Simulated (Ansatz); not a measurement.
SnOBr₂, SMILES [O]=[Sn]([Br])[Br].

Coordinates come from a B3LYP-D3(BJ)/def2-SVP optimisation. The def2 effective core potentials stand for the cores of Sn; spin–orbit coupling is left out.

Two levels are set side by side: PBE/def2-TZVPD (Ansatz, a program for electronic structure) and PBE0/def2-TZVPD (Ansatz). Energy differences of separate SCF runs at the same geometry; the states with an electron removed or added have multiplicity 2 and 2. Differences are taken from unrounded values.

```csv
quantity,PBE0
vertical ionisation energy (eV),9.84
vertical electron affinity (eV),2.27
vertical singlet–triplet gap (eV),1.99
```

Problem. What does PBE give, and how far is it from PBE0? (The exact figures need the calculation; the answer reports its results.)

Solution. 
```csv
quantity,PBE,PBE minus PBE0
vertical ionisation energy (eV),9.96,0.12
vertical electron affinity (eV),2.22,-0.05
vertical singlet–triplet gap (eV),2.25,0.26
```
